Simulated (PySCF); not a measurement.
**Ga(2+): excitation energy**

Ga(2+) [Ar] 3d10 4s1 (2S) → Ga(2+) [Ar] 3d9 4s1 4p1 (high-spin determinant), as a difference of total energies. All numbers are calculated (PySCF 2.14, a scalar-relativistic core potential, in aug-cc-pVQZ-PP with one added diffuse shell each of s, p, d, f, g type with ECP10MDF (8s7p6d4f3g, 114 functions)). The calculations carry no spin-orbit coupling.

| method | excitation energy (eV) |
| --- | --- |
| UHF | 21.382 |
| LDA | 24.442 |
| PBE | 23.904 |
| PBE0 | 23.530 |
| r2SCAN | 23.117 |
| TPSSh | 23.654 |
| MN15 | 26.943 |
| B3LYP | 23.635 |

The determinant of the upper state mixes LS terms, which raises its energy above the lowest term, most at the Hartree-Fock and MP2 levels.
